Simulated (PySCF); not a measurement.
Vertical excitations of a molecule CH7GeNO from TDA-PBE/def2-SVPD (PySCF), as energy in eV (oscillator strength): 5.09 (0.040), 5.59 (0.033), 5.94 (0.004), 6.19 (0.018), 6.43 (0.004), 6.49 (0.030), 6.81 (0.002), 7.09 (0.023), 7.12 (0.027), 7.32 (0.020). Lowest triplet (TDA): 4.73 eV. Geometry: ωB97X-D3(BJ)/def2-SVP. Other conformers were not sampled.

Question: Which structure fits?
A. N[CH2][GeH2][OH]
B. C[NH][GeH2][OH]
C. [CH3][Ge@@H]([NH2])[OH]

Answer: B, C[NH][GeH2][OH]
